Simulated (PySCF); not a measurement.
Excitations are Tamm–Dancoff values on a coarser integration grid. The basis has no diffuse functions, so Rydberg states are missing or too high.

Cartesian coordinates (Å):
```xyz
13

Si    -1.5633     1.9245    -0.0716
Al    -0.0505    -0.0098     0.0505
Si     2.3463     0.3789     0.4440
Si    -0.8260    -2.3121    -0.3288
H     -3.0063     1.5564    -0.0209
H     -1.3312     2.6439    -1.3597
H     -1.3012     2.8988     1.0267
H      2.6023     1.5656     1.3093
H      3.0126     0.6381    -0.8676
H      3.0310    -0.7921     1.0619
H     -0.1617    -2.8794    -1.5392
H     -2.2981    -2.4274    -0.5271
H     -0.4537    -3.1854     0.8225
```
Charge 0, multiplicity 1.

Q: What is the computed dipole moment, HOMO–LUMO gap, T1 excitation (TDA), S1–T1 gap (TDA), HOMO, total energy, LUMO and S1 excitation (TDA) (PBE-D3(BJ)/def2-TZVP // PBE0-D4/def2-TZVP (PySCF))?

A: 
```yaml
dipole_moment: 0.18 D
HOMO–LUMO gap: 2.94 eV
T1 excitation (TDA): 2.62 eV
S1–T1 gap (TDA): 0.50 eV
HOMO: -6.30 eV
total_energy: -30360.47 eV
LUMO: -3.36 eV
S1 excitation (TDA): 3.12 eV
```
